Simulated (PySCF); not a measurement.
Species: C4H5AlS.
SMILES: `[AlH2][c]1cccs1`

Computed with PySCF, PBE0-D3(BJ)/def2-SVP geometry optimisation, gas phase.

Take the most abundant isotopes and a rigid rotor. 

Question: What are A, B and C (GHz)?

Answer: Ia = 95.97, Ib = 287.16, Ic = 383.12 u·Å²; 505379 MHz·u·Å²/I gives 5266, 1760 and 1319 MHz, that is A = 5.2658, B = 1.7599, C = 1.3191 GHz.

Question: Classify the top.

Answer: An asymmetric top: κ = (2 × 1760 − 5266 − 1319)/(5266 − 1319) = -0.78.

Question: Is it planar, by Δ = Ic − Ia − Ib?

Answer: Planar: Δ = Ic − Ia − Ib = -0.02 u·Å². For a rigid frame Δ = −2 Σ m c², so it vanishes when all atoms lie in the ab plane; here none is more than 0.03 Å from it.

Question: Which lines would a microwave search look for?

Answer: The dipole components are |μa| = 1.06 D, |μb| = 0.60 D, |μc| = 0.01 D. Intensities carry the squares of the components, which stand as 1.00 : 0.32 : 0.00 (a : b : c). Some lines, for components of 0.1 D or more:

```tsv
type	branch	J(Ka,Kc)	MHz	lower level (cm⁻¹)
a	Q	1(1,0) ← 1(1,1)	441	0.220
a	Q	2(1,1) ← 2(1,2)	1322	0.410
b	R	2(0,2) ← 1(1,1)	2613	0.220
a	R	1(0,1) ← 0(0,0)	3079	0.000
b	Q	1(1,0) ← 1(0,1)	3947	0.103
b	Q	2(1,1) ← 2(0,2)	4426	0.307
a	R	2(1,2) ← 1(1,1)	5717	0.220
a	R	2(0,2) ← 1(0,1)	6119	0.103
b	R	1(1,1) ← 0(0,0)	6585	0.000
a	R	2(1,1) ← 1(1,0)	6599	0.234
b	R	2(1,2) ← 1(0,1)	9223	0.103
b	Q	2(2,0) ← 2(1,1)	10557	0.454
b	Q	2(2,1) ← 2(1,2)	11840	0.410
b	R	2(2,1) ← 1(1,0)	17117	0.234
b	R	2(2,0) ← 1(1,1)	17596	0.220
```

PBE0-D3(BJ)/def2-SVP frequencies: not computed here. Constants of a rigid frame at the computed geometry: no zero-point averaging, no centrifugal distortion. Quadrupole hyperfine structure (27Al) is left out.
